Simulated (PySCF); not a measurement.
B₂ClH₄N.
Z-matrix (Å and degrees, PBE0-D3(BJ)/def2-SVP geometry), rows numbered from 1:
```
B 
N   1  1.4180
B   2  1.4172  1  125.38
Cl  3  1.7605  2  119.69  1   179.95
H   1  1.2077  2  119.09  3   179.90
H   1  1.2061  2  118.98  3    -0.23
H   2  1.0169  1  117.85  3  -179.84
H   3  1.2011  2  121.23  1     0.05
```

Theory: PBE0-D3(BJ)/def2-SVP geometry optimisation, gas phase (PySCF 2.14.0).

Masses are those of the commonest isotopes; rigid-rotor values at the optimised geometry. The values belong to one conformer with, in the numbering `[BH2:1][NH:2][BH:3][Cl:4]`, B1–N2–B3–Cl4 180°.

(1) Give the principal moments of inertia and the rotational constants in GHz.

(2) What kind of rotor is it?

(3) What does the inertial defect say?

(4) List the rotational levels J(Ka,Kc) to J = 4 (K).

(5) Which lines would a microwave search look for?

(6) Estimate the classical rotational partition function at 10 K, 25 K and 100 K.

## Answers

(1) Ia = 12.27, Ib = 196.79, Ic = 209.06 u·Å²; 505379 MHz·u·Å²/I gives 41196, 2568 and 2417 MHz, that is A = 41.196, B = 2.5681, C = 2.4174 GHz.

(2) A near-prolate asymmetric top: κ = (2 × 2568 − 41196 − 2417)/(41196 − 2417) = -0.99.

(3) Planar: Δ = Ic − Ia − Ib = 0.00 u·Å². For a rigid frame Δ = −2 Σ m c², so it vanishes when all atoms lie in the ab plane; here none is more than 0.01 Å from it.

(4) Above 0(0,0), as E/k:
J = 1: 1(0,1) 0.239, 1(1,1) 2.093, 1(1,0) 2.100
J = 2: 2(0,2) 0.718, 2(1,2) 2.564, 2(1,1) 2.586, 2(2,1) 8.148, 2(2,0) 8.148
J = 3: 3(0,3) 1.435, 3(1,3) 3.271, 3(1,2) 3.315, 3(2,2) 8.865, 3(2,1) 8.866, 3(3,1) 18.153, 3(3,0) 18.153
J = 4: 4(0,4) 2.392, 4(1,4) 4.214, 4(1,3) 4.286, 4(2,3) 9.822, 4(2,2) 9.823, 4(3,2) 19.110, 4(3,1) 19.110, 4(4,1) 32.112, 4(4,0) 32.112

(5) The dipole components are |μa| = 0.39 D, |μb| = 1.00 D, |μc| = 0.00 D; the mirror of this Cs structure is the ab plane, so μc vanishes by symmetry (the 0.01 D computed is a residue) and there are no c-type lines. The squared components, which scale the intensities, stand as 0.15 : 1.00 (a : b). Some of the stronger lines:

```json
{"type": "a", "branch": "Q", "J(Ka,Kc)": "2(1,1) ← 2(1,2)", "MHz": "452", "lower level (cm⁻¹)": "1.782"}
{"type": "a", "branch": "R", "J(Ka,Kc)": "1(0,1) ← 0(0,0)", "MHz": "4985", "lower level (cm⁻¹)": "0.000"}
{"type": "a", "branch": "R", "J(Ka,Kc)": "2(1,2) ← 1(1,1)", "MHz": "9820", "lower level (cm⁻¹)": "1.455"}
{"type": "a", "branch": "R", "J(Ka,Kc)": "2(0,2) ← 1(0,1)", "MHz": "9970", "lower level (cm⁻¹)": "0.166"}
{"type": "a", "branch": "R", "J(Ka,Kc)": "2(1,1) ← 1(1,0)", "MHz": "10122", "lower level (cm⁻¹)": "1.460"}
{"type": "b", "branch": "Q", "J(Ka,Kc)": "1(1,0) ← 1(0,1)", "MHz": "38779", "lower level (cm⁻¹)": "0.166"}
{"type": "b", "branch": "Q", "J(Ka,Kc)": "2(1,1) ← 2(0,2)", "MHz": "38930", "lower level (cm⁻¹)": "0.499"}
{"type": "b", "branch": "R", "J(Ka,Kc)": "1(1,1) ← 0(0,0)", "MHz": "43613", "lower level (cm⁻¹)": "0.000"}
{"type": "b", "branch": "R", "J(Ka,Kc)": "2(1,2) ← 1(0,1)", "MHz": "48448", "lower level (cm⁻¹)": "0.166"}
{"type": "b", "branch": "Q", "J(Ka,Kc)": "2(2,0) ← 2(1,1)", "MHz": "115884", "lower level (cm⁻¹)": "1.797"}
{"type": "b", "branch": "Q", "J(Ka,Kc)": "2(2,1) ← 2(1,2)", "MHz": "116336", "lower level (cm⁻¹)": "1.782"}
{"type": "b", "branch": "R", "J(Ka,Kc)": "2(2,1) ← 1(1,0)", "MHz": "126005", "lower level (cm⁻¹)": "1.460"}
{"type": "b", "branch": "R", "J(Ka,Kc)": "2(2,0) ← 1(1,1)", "MHz": "126156", "lower level (cm⁻¹)": "1.455"}
```

(6) Point group Cs, symmetry number σ = 1; q = (√π/σ)·√((kT/h)³/(ABC)), k/h = 20836.6 MHz/K: 333 at 10 K, 1320 at 25 K, 10500 at 100 K.

PBE0-D3(BJ)/def2-SVP frequencies: not computed here. Constants of a rigid frame at the computed geometry: no zero-point averaging, no centrifugal distortion. Quadrupole hyperfine structure (11B, 14N, 35Cl) is left out.
